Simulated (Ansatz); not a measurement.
Mulliken charges of ClFZn, SMILES `[F][Zn][Cl]` from r2SCAN/def2-TZVPP in Ansatz (PBE0-D4/def2-TZVP geometry).

```csv
atom,x (Å),y (Å),z (Å),charge (e)
F1,-1.497,0.788,-0.740,-0.471
Zn2,-0.093,0.027,-0.049,0.768
Cl3,1.579,-0.880,0.775,-0.297
```

**Question.** By hand: the dipole of these point charges (1 e Å = 4.8032 D).

**Answer.** Σ q r = (0.165, -0.089, 0.081) e Å, of length 0.204 e Å = 0.98 D.

**Question.** How does the dipole of the full density compare? (An estimate is asked.)

**Answer.** Ansatz gave: (0.104, -0.056, 0.051) e Å, 0.62 D; the point charges give 1.58 times that, at 0° from its direction.

Point charges leave out the atoms' own dipoles, such as those of lone pairs, and Mulliken's split depends on the basis, so the two needn't agree.
